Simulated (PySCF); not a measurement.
Job file and geometry (Å, from GFN2-xTB) of an NMR shielding run on SMILES BN(B(F)C1CC1)C1CC1, C6H12B2FN, PySCF 2.14.0, density-fitted response routines, GIAO PBE0/pcSseg-1 NMR shielding, non-relativistic, gas phase; density fitting, a coarse starting grid and PySCF grid level 2 are the driver's defaults:

```
$ OMP_NUM_THREADS=1 python probes_run.py task.json out

{"job": {"kind": "nmr", "xc": "PBE0", "basis": "pcSseg-1"}, "charge": 0, "multiplicity": 1}
B      0.840071     1.394182     0.871767
N      0.632936     0.235608     0.094983
B     -0.670731    -0.296194    -0.181095
F     -0.722178    -1.444138    -0.875403
C     -2.045885     0.307438     0.233390
C     -3.246274     0.076576    -0.665941
C     -3.165942    -0.637276     0.631858
C      1.752062    -0.499252    -0.457872
C      2.987104     0.191794    -0.952625
C      3.046074    -0.652229     0.284648
H      1.914812     1.796215     1.091736
H     -0.082814     1.958957     1.306870
H     -2.058052     1.254220     0.754397
H     -3.951854     0.886226    -0.773562
H     -3.090676    -0.492817    -1.569220
H     -3.812352    -0.328642     1.439225
H     -2.954928    -1.695591     0.617819
H      1.431240    -1.359079    -1.030594
H      3.045925     1.262168    -0.839409
H      3.448337    -0.179401    -1.855113
H      3.144630    -0.152584     1.235083
H      3.548085    -1.606795     0.237424
```

Task: Write the output of this run.

Result: 
```
coarse grid: 18280 points
cycle   1  E = -439.5291534500  dE =  1.439e+00  |g| = 5.695e-01  |ddm| = 4.063e+00
cycle   2  E = -439.5066837707  dE =  2.247e-02  |g| = 7.200e-01  |ddm| = 8.726e-01
cycle   3  E = -439.5976814106  dE = -9.100e-02  |g| = 7.039e-02  |ddm| = 4.781e-01
cycle   4  E = -439.5983719032  dE = -6.905e-04  |g| = 3.684e-02  |ddm| = 7.886e-02
cycle   5  E = -439.5986338917  dE = -2.620e-04  |g| = 7.488e-03  |ddm| = 2.921e-02
cycle   6  E = -439.5986444557  dE = -1.056e-05  |g| = 2.774e-03  |ddm| = 6.811e-03
cycle   7  E = -439.5986459884  dE = -1.533e-06  |g| = 6.451e-04  |ddm| = 2.130e-03
final grid: 176728 points
cycle   8  E = -439.6591910820  dE = -8.757e-05  |g| = 1.009e-02  |ddm| = 4.499e-02
cycle   9  E = -439.6591828925  dE =  8.189e-06  |g| = 1.178e-02  |ddm| = 1.776e-02
cycle  10  E = -439.6592167233  dE = -3.383e-05  |g| = 7.924e-04  |ddm| = 9.472e-03
cycle  11  E = -439.6592168416  dE = -1.183e-07  |g| = 3.906e-04  |ddm| = 8.928e-04
cycle  12  E = -439.6592168701  dE = -2.852e-08  |g| = 1.039e-04  |ddm| = 3.080e-04
cycle  13  E = -439.6592168726  dE = -2.494e-09  |g| = 2.387e-05  |ddm| = 1.211e-04
cycle  14  E = -439.6592168727  dE = -1.296e-10  |g| = 6.808e-06  |ddm| = 2.764e-05
converged SCF energy = -439.6592168727

GIAO shielding tensors (ppm)
atom      isotropic    diamagn.    paramagn.     s11        s22        s33       span
  0 B       55.819     198.990    -143.171     14.984     23.811    128.661    113.677
  1 N       79.469     324.586    -245.117    -37.404     47.775    228.035    265.439
  2 B       63.099     192.340    -129.241     18.104     84.270     86.922     68.819
  3 F      275.361     473.384    -198.023    127.390    240.758    457.936    330.547
  4 C      187.749     249.492     -61.742    148.852    182.242    232.154     83.302
  5 C      179.208     254.219     -75.012    153.849    174.965    208.809     54.960
  6 C      179.095     253.944     -74.849    153.562    175.022    208.701     55.139
  7 C      158.238     236.293     -78.055    117.267    145.988    211.460     94.194
  8 C      174.909     255.894     -80.985    142.343    175.010    207.373     65.030
  9 C      174.649     255.651     -81.002    141.619    174.931    207.396     65.777
 10 H       26.607      33.456      -6.849     22.873     25.916     31.031      8.158
 11 H       26.157      34.124      -7.967     24.026     25.010     29.436      5.410
 12 H       31.160      33.802      -2.642     22.681     29.429     41.369     18.688
 13 H       31.012      30.225       0.786     25.022     26.467     41.546     16.524
 14 H       30.952      31.859      -0.907     24.671     28.880     39.304     14.634
 15 H       31.009      30.274       0.735     25.041     26.441     41.546     16.504
 16 H       31.016      31.867      -0.850     24.798     28.880     39.371     14.573
 17 H       28.240      30.873      -2.633     19.504     30.252     34.963     15.459
 18 H       31.047      32.160      -1.113     25.783     29.057     38.302     12.519
 19 H       30.965      30.366       0.599     25.022     26.714     41.158     16.136
 20 H       31.064      32.143      -1.079     25.811     29.072     38.311     12.500
 21 H       30.953      30.365       0.588     25.028     26.693     41.137     16.109
```

Size and cost of the density-fitted run: 230 basis functions, 92 s wall time on 1 thread of an Arm Neoverse N1, shared host; peak memory 1.1 GiB.
